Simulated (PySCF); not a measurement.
**Spinor energies of Pt (platinum, neutral)**

Start: [Xe] 4f14 5d9 6s1; 5d3/2 filled at m_j = -3/2, -1/2, +1/2, +3/2; 5d5/2 filled at m_j = -3/2, -1/2, +1/2, +3/2, +5/2; 6s1/2 filled at m_j = +1/2. Calculated with PySCF 2.14 in x2c-TZVPall-2c (11s11p10d2f, 108 functions): generalised Hartree-Fock with the X2C-1e Hamiltonian and a Gaussian nucleus; spin-orbit coupling (SO) screened by Boettger's factors. This is a chosen level, not necessarily the ground level.

```tsv
spinor shell	electrons	ε, screened SO (eV)	weight of nominal j (screened SO)	rms radius, screened SO (bohr)
1s1/2	2	-78802.7	1.000	0.0194
2s1/2	2	-13989.7	1.000	0.0782
2p1/2	2	-13385.3	1.000	0.0663
2p3/2	4	-11650.7	1.000	0.0741
3s1/2	2	-3352.5	1.000	0.200
3p1/2	2	-3082.0	1.000	0.191
3p3/2	4	-2694.8	1.000	0.207
3d3/2	4	-2249.7	1.000	0.182
3d5/2	6	-2166.6	1.000	0.186
4s1/2	2	-755.86	1.000	0.441
4p1/2	2	-639.99	1.000	0.447
4p3/2	4	-546.52	1.000	0.480
4d3/2	4	-356.46	1.000	0.496
4d5/2	6	-338.42	1.000	0.507
5s1/2	2	-119.78	1.000	1.03
4f5/2	6	-92.911	0.999	0.564
4f7/2	8	-89.404	0.999	0.566
5p1/2	2	-81.143	0.998	1.12
5p3/2	4	-64.753	0.999	1.22
5d3/2	4	-12.445	0.950	1.77
5d5/2	5	-10.526	0.957	1.88
6s1/2	1	-7.936	0.974	3.33
```

| quantity | screened SO |
| --- | --- |
| E (hartree) | -18426.64337 |
| M_J | 3 |
| ⟨J²⟩ | 12.039 |
| ⟨L²⟩ | 6.198 |
| ⟨S²⟩ | 2.176 |

Each row is a mean over spinors that exchange with the open shell spreads, by up to 4.098 eV (5p3/2).

Breit and QED terms are absent; they matter most for the inner s and p1/2 levels.

Densities and radii are taken from the X2C orbitals without a picture-change correction, which distorts them close to the nucleus.
